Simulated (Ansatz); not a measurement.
AlBFH₄NS, SMILES `B[NH][Al]([F])[SH]`. The species carries charge 0 and has multiplicity 1.

```xyz
9

B     0.798    0.771   -0.859
N     1.084   -0.063    0.201
Al   -0.603    0.021    0.820
F    -1.028    1.168    1.921
S    -2.071   -1.545    0.487
H     1.492    1.186   -1.734
H    -0.403    1.117   -0.864
H     1.992   -0.450    0.388
H    -1.261   -2.204   -0.359
```

(1) What are the harmonic wavenumbers in cm⁻¹ at PBE0-D4/def2-TZVP (Ansatz, finite differences of forces, unscaled)? (Estimate.)

(2) Is this a minimum?

(3) Give the ideal-gas thermochemistry at 298.15 K and 1 bar (rigid rotor, harmonic oscillator; point group C1, symmetry number 1).

(4) And at 400, 500, 600, 800 and 1000 K?

Answers

(1) Ansatz gave: 117, 158, 202, 218, 247, 292, 352, 465, 651, 725, 866, 868, 897, 975, 1149, 1272, 1436, 2271, 2670, 2712, 3677.

(2) Yes, all 21 modes are real.

(3) Zero-point energy 132.9 kJ/mol; H(298) − E = 154.5 kJ/mol; entropy 349.8 J/(mol·K), of which translation 167.1, rotation 114.7, vibration 68.0; G(298) − E = 50.2 kJ/mol.

(4) 
| T (K) | H − E (kJ/mol) | S (J/mol/K) | G − E (kJ/mol) |
| --- | --- | --- | --- |
| 400 | 166.5 | 384.2 | 12.8 |
| 500 | 179.7 | 413.6 | -27.1 |
| 600 | 194.0 | 439.7 | -69.8 |
| 800 | 225.1 | 484.3 | -162.4 |
| 1000 | 258.6 | 521.7 | -263.1 |
